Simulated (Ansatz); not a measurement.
Calculated with Ansatz (gas phase, PBE0-D4/def2-TZVP geometries, no zero-point term in ΔE). CCSD(T)/CBS adds triple-zeta CCSD(T) − MP2 to the extrapolated MP2 energy (def2 sets, frozen cores). This one scheme is used for every species, atoms too. No spin–orbit coupling; open shells (•) take unrestricted orbitals. Spin–orbit coupling would lower the free atoms: a little for O, Si. One conformer a species, not always the lowest.

Consider the atomization: `O[Si@H]1N[Si@@H](O)N1` → 6 H• + 2 N• + 2 O• + 2 Si•.

```
                species  SCS-MP2/def2-QZVPP energy (Eh)
`O[Si@H]1N[Si@@H](O)N1`                      -841.59686
                     H•                        -0.49998
                     N•                       -54.50148
                     O•                       -74.97413
                    Si•                      -288.92213
```

(1) Work out ΔE.

Largest T1 diagnostic among the species: 0.012.

## Answers

(1) ΔE = 6 × (-0.49998) + 2 × (-54.50148) + 2 × (-74.97413) + 2 × (-288.92213) − (-841.59686) = 1.80150 Eh = +4729.8 kJ/mol. CCSD(T)/CBS gives +4683.4 kJ/mol.

In def2-TZVPP, CCSD(T) changes the Hartree–Fock value by +1303.8 kJ/mol (the triples alone add +77.0 kJ/mol) and MP2 by +1420.0 kJ/mol; breaking electron pairs costs correlation energy, which Hartree–Fock lacks. From PBE to PBE0 (25 % exact exchange), in def2-TZVPP and without D4, ΔE moves by −95.8 kJ/mol: exact exchange takes away binding that semilocal exchange gives to molecules. The D4 term adds +49.9 kJ/mol with B3LYP and +26.1 kJ/mol with PBE0; it sums over pairs of atoms, weighted by their polarisabilities, and B3LYP, whose exchange is more repulsive, gets the larger term.

B3LYP here is the variant with VWN-RPA as its local correlation; programs differ in this.

For atomizations the MP2-based limit and the directly extrapolated one differ by several kJ/mol either way, and by 10 to 25 for some Ge, Se and Sn compounds, so smaller differences from it don't rank the levels.
